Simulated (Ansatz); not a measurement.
CH5GeSe, SMILES `[CH3][GeH][SeH]` radical, relaxed with UKS PBE-D4/def2-SVP in the Gaussian-basis code of Ansatz from a rough embedded geometry. The force threshold is 0.03 eV/Å; the program also tests the step.

The species carries charge 0 and has multiplicity 2.

Start:

```xyz
8

C     0.389   -0.048   -0.990
Ge    0.529   -0.265    0.870
Se   -1.524    0.300    1.836
H     0.190    1.056   -1.226
H    -0.392   -0.703   -1.447
H     1.370   -0.291   -1.535
H     1.657    0.672    1.446
H    -2.220   -0.720    1.046
```

```
        step   energy (eV)  largest force (eV/Å)  largest move (Å)
           1  -122950.2692                 2.227             0.000
           2  -122950.4291                 0.924             0.135
           3  -122950.4656                 0.191             0.128
4 (rejected)  -122950.4629                 0.357             0.099
           5  -122950.4752                 0.062             0.048
           6  -122950.4770                 0.027             0.062
           7  -122950.4773                 0.013             0.033
```

End:

```xyz
8

C     0.421   -0.049   -1.076
Ge    0.579   -0.332    0.889
Se   -1.474    0.232    1.972
H     0.147    1.008   -1.269
H    -0.354   -0.716   -1.499
H     1.395   -0.273   -1.555
H     1.567    0.728    1.501
H    -2.280   -0.599    1.038
```

Run time 12 s (4 threads of an Arm Neoverse V1 on a shared host); peak host memory 0.19 GiB.
